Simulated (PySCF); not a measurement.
Electron correlation in Sn⁺ (tin, charge +1)

[Kr] 4d10 5s2 5p1, 2P determinant. Calculation: PySCF 2.14, in cc-pVTZ-PP with ECP28MDF; scalar relativity through the core potential. Frozen: 4s2 4p6 4d10; 3 electrons correlated.

MP2 pair energies summed by pair of shells (mhartree):

```csv
pair,energy,share (%)
5s-5s,-18.20,56.6
5s-5p,-13.96,43.4
```

Total MP2 correlation energy: -32.15 mhartree.

Same-spin part -2.21 and opposite-spin part -29.95 mhartree; SCS-MP2 scales them by 1/3 and 6/5 to -36.67 mhartree.

| level | correlation energy (mhartree) |
| --- | --- |
| CCSD | -44.05 |
| (T) | -0.66 |
| CCSD(T) | -44.71 |

Diagnostics: T1 = 0.010, D1 = 0.0239, largest double amplitude 0.093.

Q: Is a single reference adequate?

A: Mostly. T1 lies below 0.03, but a double amplitude of this size points to a near-degeneracy that CCSD handles and MP2 describes poorly.
